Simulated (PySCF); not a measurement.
# Fluorine: a sound run and one with changed settings

Sound run: F⁺ [He] 2s2 2p4, F²⁺ [He] 2s2 2p3. Computed with PySCF 2.14 in aug-cc-pVDZ (4s3p2d, 23 functions), with the non-relativistic Hamiltonian (point nucleus). In the sound run the correlated levels freeze 1s2. The sound run starts from symmetry-adapted Hartree-Fock orbitals and uses a fine grid where one is needed.

A second run was set up differently.

```json
{"species": "F⁺", "method": "MP2", "sound run (hartree)": "-98.90483", "changed run (hartree)": "-98.90672", "converged": "yes"}
{"species": "F⁺", "method": "CCSD(T)", "sound run (hartree)": "-98.92111", "changed run (hartree)": "-98.92286", "converged": "yes"}
{"species": "F²⁺", "method": "MP2", "sound run (hartree)": "-97.64639", "changed run (hartree)": "-97.64812", "converged": "yes"}
{"species": "F²⁺", "method": "CCSD(T)", "sound run (hartree)": "-97.66139", "changed run (hartree)": "-97.66300", "converged": "yes"}
```

Ionisation energy of F⁺:

```
 method  sound run (eV)  changed run (eV)
    UHF          33.353            33.353
    MP2          34.244            34.248
SCS-MP2          34.249            34.249
   CCSD          34.259            34.263
CCSD(T)          34.279            34.282
```

Problem. What was changed?
A. minimal basis
B. too few SCF iterations
C. all electrons correlated in a valence basis
D. basis contracted for another Hamiltonian

Solution. C. A valence basis has no tight correlating functions, so it recovers only part of the core correlation, and not evenly between atom and ion.
